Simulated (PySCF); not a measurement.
Run record: coupled-cluster job, `O(BF)B` (B2FH3O).

Method: EOM-CCSD/aug-cc-pVDZ, vertical, frozen core, gas phase (PySCF 2.14.0). Geometry: PBE0-D3(BJ)/def2-SVP. The command runs a driver script over a list of jobs; the input below is this job's line of settings and its coordinates in Å.

Command:
```bash
OMP_NUM_THREADS=1 python probes_run.py task.json out
```

Input:
```
{"job": {"kind": "eom", "basis": "aug-cc-pVDZ", "nee": 5}, "charge": 0, "multiplicity": 1}
B     -1.243879    -0.519142    -0.036612
O      0.002856    -0.036183     0.008161
B      1.224340     0.500195    -0.008412
F      1.917058     0.546169     1.118433
H     -2.165943     0.236089     0.169253
H     -1.401047    -1.693517    -0.279275
H      1.702078     0.935705    -1.024061
```

Output:
```
E(HF) = -225.5708262410
E(MP2) = -226.1332209488
E(CCSD) = -226.1603453692
T1 diagnostic = 0.0158

EOM-IP-CCSD (eV)   Koopmans (eV)
  11.6585      12.4342
  13.1069      14.1387
  14.3706      16.0949
  15.2558      16.8936
  16.0210      16.9980
  16.6979      18.6942
  17.3613      19.3111
  18.8379      20.9146

EOM-EE-CCSD singlets (eV): 6.2311 8.5832 8.6129 8.8247 9.1103

EOM-EE-CCSD triplets (eV): 5.8194 7.8590
```

**Question.** How far is the first EOM-IP root from its Koopmans value?

**Answer.** 11.66 eV against 12.43 eV, a difference of -0.77 eV.

In short: CCSD correlation energy -0.5895 Eh; T1 diagnostic 0.016; first ionisation 11.66 eV.

**Question.** Estimate the wall time. Hardware: an Arm Neoverse V1 with one thread, on a shared host. And the peak memory of the process?

**Answer.** About 16 min, with 1.7 GiB resident at the peak, the Python interpreter and its libraries included.
Labels such as C1 count atoms from 1, the log's own numbers from 0.
